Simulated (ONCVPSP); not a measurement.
Sb: variants of one ONCV potential

Base potential:

* Element: antimony
* Generator: ONCVPSP 4.0.1
* Type: optimised norm-conserving Vanderbilt (ONCV)
* Functional: PBEsol
* Relativity: scalar-relativistic
* Frozen core: [Ar] 3d10
* Valence charge: 23
* Reference configuration: 4s2 4p6 4d10 5s2 5p3
* Partial waves: 4s+5s: rc 1.45 bohr, ncon 4, nbas 7, qcut 7.6 1/bohr, 2 projectors; 4p+5p: rc 1.50 bohr, ncon 4, nbas 8, qcut 7.9 1/bohr, 3 projectors, debl 1.3 Ha; 4d: rc 1.00 bohr, ncon 5, nbas 10, qcut 11.4 1/bohr, 3 projectors, debl 1.9 Ha; f scattering state at 0.03 Ha: rc 1.35 bohr, ncon 3, nbas 6, qcut 8.7 1/bohr, 2 projectors, debl 2.7 Ha
* Local potential: polynomial inside 1.00 bohr (lpopt 3, dvloc0 3 Ha)
* Core correction: Teter function, fcfact 5.25, rcfact 1.1

All-electron outer shells of the reference configuration (PBEsol, scalar-relativistic, ld1.x):

| shell | level (eV) | outermost node (bohr) | outermost maximum (bohr) |
| --- | --- | --- | --- |
| 3p | -750.06 | 0.13 | 0.29 |
| 3d | -515.82 | – | 0.24 |
| 4s | -148.62 | 0.39 | 0.73 |
| 4p | -101.63 | 0.39 | 0.76 |
| 4d | -33.45 | 0.38 | 0.84 |
| 5s | -12.88 | 0.95 | 1.90 |
| 5p | -4.84 | 1.04 | 2.35 |

Cutoffs, loose and tight: the cutoffs (Ha) at which the residual kinetic energy of the hardest occupied pseudo-wave falls to 1 and 0.1 mHa per electron. They do not see the model core or the augmentation charge, which bear on the density cutoff. Test errors are all-electron minus pseudo excitation energies from the reference, over the configurations 4s2 4p6 4d10 5s2 5p2; 4s2 4p6 4d10 5s2 5p1; 4s2 4p6 4d10 5s2 5p0; 4s1 4p6 4d10 5s2 5p3. A dash means not determined; rows that change the core or the reference have their own tests.

A true bound ghost makes a file unfit for plane-wave use even where its test errors are small: the radial tests pick states by their node count and pass the ghost by.

| change | outcome | cutoff, loose | cutoff, tight | bound ghosts | GHOST(+) flags above zero | largest test error (meV) |
| --- | --- | --- | --- | --- | --- | --- |
| base | generated | 50 Ha | 60 Ha | d | f | -547 |
| s: qcut 5.8 | generated | 50 Ha | 74 Ha | d | f | -659 |
| s: qcut 4.9 | generated | 50 Ha | 76 Ha | d | f | -645 |
| s: nbas 8 | generated | 50 Ha | 60 Ha | d | f | -563 |
| core correction Teter function, fcfact 6, rcfact 1.1 | generated | 50 Ha | 60 Ha | d | f | -550 |
| functional PBE | generated | 50 Ha | 59 Ha | d | f | -552 |
| p: rc 1.62 | generated | 50 Ha | 60 Ha | d | f | -547 |

Question: What comes out with this change to the base: reference 4s2 4p6 4d10 5s1 5p4?

Answer: outcome: generated; cutoff, loose: 50 Ha; cutoff, tight: 60 Ha; bound ghosts: d; GHOST(+) flags above zero: f; largest test error (meV): -106.
